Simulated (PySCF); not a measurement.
Input of a response calculation (the driver script's job line, then coordinates in Å):

```
{"job": {"kind": "uv", "xc": "wB97X-D", "basis": "def2-SVPD", "nstates": 8, "ntriplets": 3}, "charge": 0, "multiplicity": 1}
C     -2.102995     1.224670    -0.265504
C     -1.465538     0.093886     0.486886
O     -2.048932    -0.578352     1.307271
C     -0.033719    -0.159125     0.154191
C      0.635641    -1.196389     0.807952
C      1.954780    -1.502915     0.564728
P      2.956193    -0.652034    -0.575888
C      1.760792     0.506047    -1.130851
N      0.517789     0.634021    -0.759167
H     -2.041933     1.025778    -1.332707
H     -1.550729     2.141281    -0.073199
H     -3.139565     1.336799     0.039259
H      0.065333    -1.764556     1.530325
H      2.409005    -2.322067     1.110006
H      2.079463     1.220947    -1.885214
```

Computed, not measured: TDDFT wB97X-D/def2-SVPD, vertical, gas phase, core orbitals frozen in the response (PySCF). Job line and output are in the format of a driver script around the code.

Question: What does the script print for it, SCF cycles aside?

Answer: 
```
converged SCF energy = -703.0718600196

Static polarisability (au): isotropic 104.214, principal 63.096 105.417 144.129

Singlet excitations
state   eV       nm        f      main configurations
  1   3.3033    375.3   0.00096   H->L 0.93
  2   3.9367    314.9   0.00303   H-2->L 0.83, H->L+2 0.09
  3   4.3976    281.9   0.00036   H->L+1 0.79, H-2->L+1 0.17
  4   4.6526    266.5   0.24580   H-1->L 0.78, H-1->L+1 0.09, H-4->L 0.08
  5   5.0092    247.5   0.06848   H-1->L+1 0.49, H-4->L 0.32, H-1->L 0.17
  6   5.1475    240.9   0.01009   H-3->L 0.92
  7   5.8468    212.1   0.00040   H-2->L+1 0.65, H-3->L+1 0.18, H->L+1 0.11
  8   6.0422    205.2   0.15778   H-4->L 0.56, H-1->L+1 0.34

Triplet excitations (Tamm-Dancoff, eV): 2.9350 2.9599 3.5096
```

Isolated species at its GFN2-xTB geometry (one conformer only).

H and L stand for HOMO and LUMO.

Shape of the structure used: `[CH3:1][C:2](=[O:3])[c:4]1[cH:5][cH:6][p:7][cH:8][n:9]1`: C1–C2–C4–C5 180°.

Note: wB97X-D ran without an empirical dispersion term, which enters the total energy and its gradient alone.
